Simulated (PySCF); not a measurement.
# Working out the ionisation energy of Mn

Mn [Ar] 3d5 4s2 (6S) → Mn⁺ [Ar] 3d5 4s1 (7S). Computed with PySCF 2.14 in aug-cc-pVTZ-DK (8s7p5d3f2g, 93 functions), with scalar relativity by spin-free X2C-1e. Frozen: [Ar]. Energies in hartree (1 hartree = 27.21139 eV):

| part | Mn (lower) | Mn⁺ (upper) |
| --- | --- | --- |
| UHF | -1157.383297 | -1157.161987 |
| CCSD correlation | -0.137723 | -0.092619 |
| (T) | -0.004648 | -0.001492 |

Problem. What does Hartree-Fock give?

Solution. (-1157.161987) − (-1157.383297) = 0.221310 hartree = 6.022 eV.

Problem. What do CCSD and CCSD(T) give?

Solution. The CCSD correlation energies differ by 0.045104 hartree = 1.227 eV and the triples by 0.003156 hartree = 0.086 eV, so CCSD gives 7.249 eV and CCSD(T) 7.335 eV.

Measured between the centres of the two terms (NIST): 7.434 eV, so CCSD(T) (valence) is off by -0.099 eV.

What remains against the reference includes basis incompleteness, the frozen core and higher excitations.
